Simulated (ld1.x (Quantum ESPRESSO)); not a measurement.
# What one change does to a pseudopotential (In (Z = 49), RRKJ)

ld1.x (Quantum ESPRESSO) 7.5 input, shortened:

```
&input
   title='In', zed=49., rel=1, dft='PW91', iswitch=3,
   config='[Kr] 4d10 4f-2 5s2 5p1'
 /
 &inputp
   pseudotype=2, tm=.false., rho0=0.02, lloc=0,
   nlcc=.true.
 /
4
5P  2  1   1.00   0.00  2.20  2.20  0.0
4D  3  2  10.00   0.00  1.10  1.10  0.0
4F  4  3  -2.00  -0.15  2.30  2.30  0.0
5S  1  0   2.00   0.00  2.15  2.15  0.0
 &test
   configts(1)='4d10 5s2 5p1'
 /
```

All-electron outer shells of the reference configuration (PW91, scalar-relativistic, ld1.x):

| shell | level (eV) | outermost node (bohr) | outermost maximum (bohr) |
| --- | --- | --- | --- |
| 4s | -119.70 | 0.41 | 0.77 |
| 4p | -78.17 | 0.42 | 0.82 |
| 4d | -18.67 | 0.40 | 0.94 |
| 5s | -8.29 | 1.02 | 2.16 |
| 5p | -2.56 | 1.14 | 2.85 |

Change: wave 5s (bound): rc 2.15 bohr becomes 5s (bound): rc 3.30 bohr.

Cutoffs: the cutoffs (Ry, on a coarse ladder) from which the occupation-weighted sum of valence levels, in a spherical-Bessel basis at the reference potential, stays within 10 and 1 mRy of its value at 400 Ry; they do not see the model core or the augmentation charge, which bear on the density cutoff. Errors are all-electron minus pseudo energies relative to the spin-unpolarised reference configuration.

Question: Predict the effect on cutoff, ghosts and configuration errors.

Answer: The potential gets neither clearly harder nor softer (140 Ry and 230 Ry → 140 Ry and 230 Ry); a bound ghost appears in f, which as a rule spoils a file; of the 7 tests that both files solve, the error grows in 3 and shrinks in 3 by more than 15 % and 0.3 meV (median size 17.0 → 111.4 meV).

| quantity | base | changed |
| --- | --- | --- |
| cutoff, loose | 140 Ry | 140 Ry |
| cutoff, tight | 230 Ry | 230 Ry |
| loose cutoff by channel (10 mRy a level) | p 6 Ry, d 70 Ry, s 8 Ry | p 6 Ry, d 70 Ry, s 6 Ry |
| bound ghosts | none | f |
| error for 4d10 5s2 5p0, meV [ΔE 5.42 eV] | -2.4 | +2.3 |
| error for 4d10 5s1 5p0, meV [ΔE 24.74 eV] | -17 | -8.7 |
| error for 4d10 5s0 5p0, meV [ΔE 53.16 eV] | -69 | -253 |
| error for 4d9 5s2 5p2, meV [ΔE 18.30 eV] | -314 | -172 |
| error for 4d10 5s2 5p0.5, meV [ΔE 1.96 eV] | -0.7 | +0.1 |
| error for 4d10 5s0 5p3, meV [ΔE 12.01 eV] | -11 | -111 |
| error for 4d9 5s0 5p0, meV [ΔE 109.64 eV] | -279 | -1083 |

 A true bound ghost makes a file unfit for plane-wave use even where its test errors are small: the radial tests pick states by their node count and pass the ghost by.
